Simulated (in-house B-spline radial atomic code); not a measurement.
RPA and G0W0 on B3LYP (VWN-RPA): Zn VIII (Zn7+)

Configuration [Ar] 3d5, highest spin, mean-field start B3LYP (VWN-RPA). Computed with an all-electron radial atomic-structure program (B-spline basis): all electrons, scalar-relativistic (spin-free one-electron X2C), finite nucleus, each spin shell either full or empty, empty states to l = 9 with an (l + 1/2)⁻⁴ tail; G0W0 by contour deformation at full frequency.

Command:
```bash
python run_gw.py task.json out
```
Settings (radii: box in bohr, nucleus in fm):
```
Z                        30
electrons                23
configuration            [Ar] 3d5
hamiltonian              x2c
method                   b3lyp
lmax                     9
rms_radius               3.9283
spin_polarised           True
box_radius               8.41
intervals                67
```

Time taken, with all properties: 3.9 s on 1 thread of Arm Neoverse N1 (shared host).

Energies (hartree):

| term | value |
| --- | --- |
| mean-field total | -1779.22174 |
| Hartree-Fock functional on these orbitals | -1778.12716 |
| direct second order | -1.7559 |
| second-order exchange | 0.57407 |
| SOSEX correction | 0.53868 |

Problem. What is the RPA correlation energy, and what remains with SOSEX?

Solution. RPA gives -1.5876 hartree (-1.88 eV per electron); RPA + SOSEX gives -1.0489, and the second-order doubles -1.1818 hartree (no singles). RPA lacks exchange-type terms and so overcorrelates at short range.

Quasi-particle levels (eV):

```tsv
level	occupied	mean field	Σx - vxc	Σc	QP weight	G0W0
3d up	yes	-161.89	-13.71	?	?	?
3p down	yes	-229.76	-11.69	0.19	0.966	-241.26
3d down	no	-146.52	15.99	-5.48	0.972	-136.02
```

G0W0 = mean field + (Σx - vxc) + Σc, with Σc (partial-wave tail included) taken at the quasi-particle energy. Only the outer levels were computed. Levels of low weight are left out.

Problem. Where does G0W0 put 3d up?

Solution. At -174.05 eV, with Σc = 1.54 eV and a quasi-particle weight of 0.970. The tabulated removal energy is 173.9 ± 1.7 eV (NIST, semi-empirical); the calculation leaves out spin-orbit coupling, Breit and QED terms, and what these don't explain is the method's own error.
